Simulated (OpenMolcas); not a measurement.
Pr3+: moving or changing the point charges

Pr3+ among 8 point charges of -0.5 e arranged as a hexagonal bipyramid (D6h), 2.22 Å from the ion, with the axial distance 2.597 Å.

- Program: OpenMolcas 26.06
- Method: SS-CASPT2, IPEA 0.25 Eh, imaginary shift 0.1 Eh (closed shells correlated: 5s 5p)
- Basis: ANO-RCC-VDZP [7s6p4d2f1g]
- Scalar Hamiltonian: DKH2, point nucleus
- Active space: 2 electrons in 7 orbitals (4f)
- State averaging: 2S+1 = 3 even, 21 roots; 2S+1 = 1 even, 27 roots kept (CI in the orbitals of an earlier block)
- Spin-orbit coupling: state interaction with AMFI integrals over the reference wave functions

Runs around this geometry, states. Energies in cm-1 above the lowest state or level, χT in cm3 K/mol.

| R (Å) | q (e) | Ground state | First state of that spin | First gap with spin-orbit (degeneracies) | Width of lowest J | χT at 300 K |
| --- | --- | --- | --- | --- | --- | --- |
| 2.22 | -0.25 | 2S+1 = 3 | 81 | 11 (1, 2) | 407 | 1.610 |
| 2.22 | -0.5 | 2S+1 = 3 | 61 | 63 (1, 2) | 870 | 1.554 |
| 2.48 | -0.5 | 2S+1 = 3 | 74 | 31 (1, 2) | 605 | 1.590 |
| 2.58 | -0.5 | 2S+1 = 3 | 78 | 37 (1, 2) | 531 | 1.600 |

Taking the width of the lowest J multiplet as R^-n, n = -ln(531 / 870) / ln(2.58 / 2.22) = 3.3 between the shortest and longest distance.

Scaling the charges by -0.25 / -0.5 = 0.50 scales the width of the lowest J multiplet by 407 / 870 = 0.47; with fixed orbitals a first-order splitting would follow the charge.

Roots that are degenerate in the reference are averaged as groups; the widest CASPT2 spread within a group is 71 cm-1 (the 2-fold group of multiplicity 3 near 184 cm-1 above the lowest state of its run, R = 2.58, q = -0.5). Shifts and gaps below about the spread of the groups concerned are not significant. Point charges carry no covalency, so the field is a model and not that of real ligands. An unlabelled pair can be two single states that coincide in this model. No measured value stands beside these numbers.

A state without a sure symmetry label is named by its multiplicity alone.
